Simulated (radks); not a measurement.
Values are calculated unless marked as measured or tabulated.
The molybdenum ion Mo+, [Kr] 4d5. Code: a radial shooting solver on a logarithmic mesh with Libxc functionals. Model: non-relativistic Kohn-Sham, exchange-only B88, spin-polarised, spherical densities, point nucleus. Every spin shell is full or empty, so the densities are truly spherical. Functionals are evaluated on that one density, not self-consistently. Rank these orbital-free kinetic functionals by their error against the exact value of the orbitals, and give that value: Thomas-Fermi, TF + vW, TF + vW/9, TF + vW/5, LC94, APBEK, revAPBEK, Perdew 92, Thakkar, Pearson, LKT, PG1, DePristo-Kress, Ernzerhof.

Answer. Exact: 3975.36 hartree. From best to worst, with 100 (|E| - |E exact|)/|E exact| (equal figures are ties): DePristo-Kress -0.06, LC94 +0.07, APBEK +0.14, revAPBEK +0.33, Ernzerhof -0.37, Thakkar -0.50, Perdew 92 -0.67, TF + vW/9 -0.68, Pearson -0.97, TF + vW/5 +3.23, Thomas-Fermi -5.58, PG1 +16.19, LKT +20.54, TF + vW +38.46.
